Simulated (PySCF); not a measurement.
**Frontier levels across methods**

Compound: C2H6OS2Si.
Z-matrix (Å and degrees, PBE0-D3(BJ)/def2-SVP geometry), rows numbered from 1:
```
C 
O   1  1.3914
Si  2  1.6723  1  121.02
S   3  2.1366  2  108.64  1   -56.67
C   4  1.8423  3   94.90  2    47.14
S   5  1.8075  4  116.00  3   -63.12
H   1  1.1076  2  111.29  3   -56.50
H   1  1.1006  2  109.20  3  -175.92
H   3  1.4965  2  107.48  1    62.60
H   3  1.4821  2  108.65  1  -175.74
H   5  1.1025  4  109.95  3    62.95
H   5  1.0986  4  105.87  3   179.00
```

Basis pcSseg-1 throughout (PySCF), one geometry. The structure is a single PBE0-D3(BJ)/def2-SVP conformer in the gas phase; no vibrational or solvent corrections.

Problem. How do the orbital energies, the gap and the dipole change with the method?

Solution. 
| method | kind | HOMO (eV) | LUMO (eV) | gap (eV) | μ (D) | SCF cycles |
| --- | --- | --- | --- | --- | --- | --- |
| BLYP | GGA | -5.52 | -1.03 | 4.49 | 1.88 | 15 |
| B97-D | GGA | -5.68 | -1.08 | 4.60 | 1.97 | 15 |
| PBE | GGA | -5.71 | -1.21 | 4.50 | 1.96 | 16 |
| OPBE | GGA | -5.73 | -1.10 | 4.64 | 2.03 | 16 |
| KT3 | GGA | -5.79 | -1.27 | 4.51 | 1.90 | 16 |
| KT2 | GGA | -5.80 | -1.39 | 4.41 | 1.94 | 16 |
| BP86 | GGA | -5.82 | -1.30 | 4.52 | 1.99 | 15 |
| LDA | LDA | -5.84 | -1.42 | 4.42 | 2.03 | 15 |
| B3LYP | global hybrid | -6.67 | -0.46 | 6.21 | 2.01 | 13 |
| B97-2 | global hybrid | -6.70 | -0.31 | 6.39 | 2.09 | 13 |
| PBE0 | global hybrid | -6.94 | -0.28 | 6.66 | 2.10 | 14 |
| mPW1PW91 | global hybrid | -6.97 | -0.28 | 6.69 | 2.11 | 14 |
| BHandHLYP | global hybrid | -8.00 | 0.76 | 8.76 | 2.14 | 12 |
| CAM-B3LYP | range-separated hybrid | -8.23 | 0.87 | 9.09 | 2.09 | 13 |
| wB97X-D | range-separated hybrid | -8.81 | 1.50 | 10.31 | 2.18 | 14 |
| LC-wPBE | range-separated hybrid | -9.66 | 2.03 | 11.69 | 2.23 | 14 |
| HF | Hartree–Fock | -9.72 | 3.25 | 12.97 | 2.32 | 11 |

The HOMO spans 4.20 eV, from BLYP down to HF, and the gap runs from 4.41 eV (KT2) to 12.97 eV (HF). Over the methods BLYP (0 %), B97-D (0 %), PBE (0 %), OPBE (0 %), KT3 (0 %), KT2 (0 %), BP86 (0 %), LDA (0 %), B3LYP (20 %), B97-2 (21 %), PBE0 (25 %), mPW1PW91 (25 %), BHandHLYP (50 %), HF (100 %), a straight line through the gap against the share of exact exchange rises by 0.85 eV for each 10 % (correlation coefficient 1.000). The dipole ranges from 1.88 D (BLYP) to 2.32 D (HF). This basis has no diffuse functions.
